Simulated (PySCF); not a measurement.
These 2 structures share the formula C3H3F5O. Theory: PBE0-D3(BJ)/def2-SVP geometry optimisation, gas phase (PySCF). One conformer each; no zero-point energy, no entropy. No frequencies were run at this level. Point groups hold within 0.08 Å.

Question: Order them by energy at this level, lowest first, and give relative energies in kJ/mol.
A. `[OH:1][CH2:2][C:3]([F:4])([F:5])[C:6]([F:7])([F:8])[F:9]` with H–O1–C2–C3 59°, O1–C2–C3–F4 -55° (2,2,3,3,3-pentafluoro-1-propanol)
B. `[CH3:1][O:2][C:3]([F:4])([F:5])[C:6]([F:7])([F:8])[F:9]` with C1–O2–C3–F4 -59°

Answer: B (0.0), A (14.5).

As drawn, the higher has an O–H bond, which the lower lacks.

```csv
SMILES,E (Eh),E rel (kJ/mol),dipole (D),point group,"A, B, C (MHz)"
COC(F)(F)C(F)(F)F,-689.37139,0.0,2.57,–,"2576, 1326, 1272"
OCC(F)(F)C(F)(F)F,-689.36586,14.5,1.51,–,"2576, 1248, 1209"
```

Q: How do the relative energies change in single points at PBE0/pcSseg-1 (no added dispersion term) on the same geometries?

A: 
```
           SMILES  PBE0-D3(BJ)/def2-SVP (kJ/mol)  PBE0/pcSseg-1 (kJ/mol)  shift
COC(F)(F)C(F)(F)F                            0.0                     0.0    0.0
OCC(F)(F)C(F)(F)F                           14.5                    11.7   -2.8
```

Each column counts from its own lowest isomer. The order is unchanged; the largest shift is 2.8 kJ/mol.
